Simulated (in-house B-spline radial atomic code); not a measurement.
Values are calculated unless marked as measured or tabulated.
# Stopping and range of 120 keV O in InAs

The pair potential comes from two frozen, spherical free-atom densities (PBE, B-spline radial code, scalar-relativistic past argon): electrostatics plus the change in Thomas-Fermi kinetic and Dirac exchange energy where they overlap, the recipe behind the universal ZBL potential, which averages such potentials (from solid-state densities) over many pairs. It is written V = (Z1 Z2 e²/r) φ(r/a), with e² = 14.3996 eV·Å and a = 0.46850 Å/(Z1^0.23 + Z2^0.23); ZBL's fit is φ = 0.18175 e^(−3.1998x) + 0.50986 e^(−0.94229x) + 0.28022 e^(−0.4029x) + 0.02817 e^(−0.20162x). Where φ falls below 4e-4 it is continued as an exponential.

The target is taken as amorphous, with density 5.68 g/cm³ (NSM archive of the Ioffe Institute); channelling is ignored. Masses: O 16.0, In 114.82, As 74.92 u. Nuclear stopping is S_n = 4π a Z1 Z2 e² M1/(M1 + M2) × s_n(ε), with s_n integrated over impact parameters for each pair. Electronic stopping is Lindhard and Scharff's S_e = Z1^(1/6) 8π e² a0 Z1 Z2/(Z1^(2/3) + Z2^(2/3))^(3/2) × v/v0, with a0 = 0.529177 Å and v = v0 at 24.801 keV/u; it misses the oscillations with Z1 seen in experiment, which reach tens of per cent. Compounds add by atom fraction.

```tsv
target atom	a (Å)	ε at this energy	s_n, this pair	s_n, ZBL potential
In	0.11537	2.153	0.2546	0.2529
As	0.12175	3.167	0.2258	0.2187
```

Q: What are the atom density and the stopping powers at entry?

A: N = 5.68 × 0.602214/94.87 = 0.03606 atoms/Å³. For In: S_n = 1001 × 0.2546 = 254.8 eV·Å², S_e = 2.3240 × √120000 = 805 eV·Å². For As: S_n = 1023 × 0.2258 = 231.1 eV·Å², S_e = 2.1016 × √120000 = 728 eV·Å². Averaged over the target's atoms (half each) and times N × 10 Å/nm, the ion loses N S_n = 87.6 eV/nm to recoils and N S_e = 276 eV/nm to electrons; the nuclear share is 24 %.

Along the track:

```csv
E (keV),N S_n (eV/nm),N S_e (eV/nm)
6,126,61.8
18,132,107
36,122,151
60,110,195
90,97.1,239
120,87.6,276
```

Q: Estimate the path length and the projected range.

A: With continuous slowing down the path is the integral of dE/(N (S_n + S_e)). Trapezoids over the table give 390 nm, and the stretch below the first row, with stopping taken as √E, adds 2E/(N S) = 64 nm: 454 nm in all, against 435 nm on a fine grid from 5 eV. Deflections shorten the depth: to first order in the energy passed on, N (S_n + S_e) dR_p/dE = 1 − N S_n (M2/M1) R_p/(2E), summed over the target's atoms, and integrating this on the fine grid gives R_p = 191 nm, 0.44 of the path. Lindhard's rule of thumb R/(1 + M2/3M1), with mean M2/M1 = 5.93, gives 146 nm; it assumes that nuclear stopping leads, so it comes too short here. On the ZBL potential the same equation gives 194 nm, and the full integral equation, which keeps hard collisions, 201 nm.
